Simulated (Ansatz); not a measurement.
CH3Al, SMILES `[CH][AlH2]` (excited singlet) (charge 0, multiplicity 1). This singlet is an excited state, 0.80 eV above the relaxed triplet at the level composite: frozen-core CCSD(T) with HF/cc-pVQZ and the correlation energy extrapolated as X^-3 from cc-pVTZ and cc-pVQZ, plus CCSDT(Q) minus CCSD(T) in cc-pVDZ // PBE0-D3(BJ)/def2-TZVP (Ansatz, a first-principles code).

The numbers are results of Ansatz with frozen-core CCSDT(Q)/6-31g // PBE0-D3(BJ)/def2-TZVP, not measurements.

Ansatz 0.2 input:
```yaml
crystal:
  periodic: [false, false, false]
  atoms:
    - { symbol: C, position_ang: [1.155774, -0.106461, -0.003037] }
    - { symbol: Al, position_ang: [-0.68179, 0.062054, 0.0143] }
    - { symbol: H, position_ang: [2.231333, -0.199119, -0.097866] }
    - { symbol: H, position_ang: [-1.221586, 1.543861, 0.146963] }
    - { symbol: H, position_ang: [-1.483731, -1.300334, -0.060359] }
basis:
  gaussian: { orbitals: "6-31g" }
correlation:
  method: ccsdt_q
```

Output:

```
Functional definition: HF
620 factors; integrals over basis functions are off by at most 2.1e-7 eV
mean field evaluation 1: about -7654.2881 eV, gradient 1.1e1 eV
mean field evaluation 2: about -7654.2917 eV, gradient 1.1e1 eV
mean field evaluation 4: about -7655.0691 eV, gradient 1.5e0 eV
mean field evaluation 8: about -7655.0809 eV, gradient 5.2e-4 eV
mean field evaluation 16: about -7654.4923 eV, gradient 2.7e0 eV
mean field evaluation 32: about -7655.0807 eV, gradient 9.3e-2 eV
mean field -7655.08086224 eV, -281.3190328872 hartree, gradient 2.5e-6 eV, S^2 0.000000; 5 other end points of the search recorded, 0 dependent functions left out; unrestricted orbitals would lower it
determinant -7655.08086224 eV, -281.3190328872 hartree, with singles and doubles -7658.65163661 eV, -281.4502564249 hartree
determinant -7653.90796331 eV, -281.2759296465 hartree, with singles and doubles -7657.13241305 eV, -281.3944259887 hartree
6 core orbitals not correlated
reference -7655.08086224 eV, -281.3190328872 hartree; 5, 5 occupied and 17, 17 virtual orbitals, 620 factors
second order -2.71704302 eV of doubles, -0.00000000 eV of singles
cycle   1  -3.22007382 eV  change   -5.0e-1 eV  update   8.3e-2
cycle   2  -3.54384994 eV  change   -3.2e-1 eV  update   4.2e-2
cycle   3  -3.66650649 eV  change   -1.2e-1 eV  update   2.9e-2
cycle   4  -3.68895926 eV  change   -2.2e-2 eV  update   1.7e-2
cycle   5  -3.69542278 eV  change   -6.5e-3 eV  update   1.1e-2
cycle   6  -3.70591282 eV  change   -1.0e-2 eV  update   6.9e-3
cycle   7  -3.71213129 eV  change   -6.2e-3 eV  update   4.5e-3
cycle   8  -3.71507467 eV  change   -2.9e-3 eV  update   3.1e-3
cycle   9  -3.71752865 eV  change   -2.5e-3 eV  update   2.3e-3
cycle  10  -3.71737391 eV  change    1.5e-4 eV  update   1.7e-3
cycle  11  -3.71715887 eV  change    2.2e-4 eV  update   1.0e-3
cycle  12  -3.71757620 eV  change   -4.2e-4 eV  update   4.8e-4
cycle  13  -3.71776503 eV  change   -1.9e-4 eV  update   2.2e-4
cycle  14  -3.71799432 eV  change   -2.3e-4 eV  update   1.3e-4
cycle  15  -3.71798911 eV  change    5.2e-6 eV  update   6.3e-5
cycle  16  -3.71795012 eV  change    3.9e-5 eV  update   2.2e-5
cycle  17  -3.71793569 eV  change    1.4e-5 eV  update   1.1e-5
cycle  18  -3.71793191 eV  change    3.8e-6 eV  update   5.7e-6
cycle  19  -3.71793383 eV  change   -1.9e-6 eV  update   2.7e-6
cycle  20  -3.71793598 eV  change   -2.2e-6 eV  update   1.2e-6
cycle  21  -3.71793673 eV  change   -7.5e-7 eV  update   6.7e-7
cycle  22  -3.71793716 eV  change   -4.3e-7 eV  update   4.2e-7
perturbative correction -0.01001891 eV, -0.0003681882 hartree
Total energy: -7658.80881831 eV, -281.4560327460 hartree
```
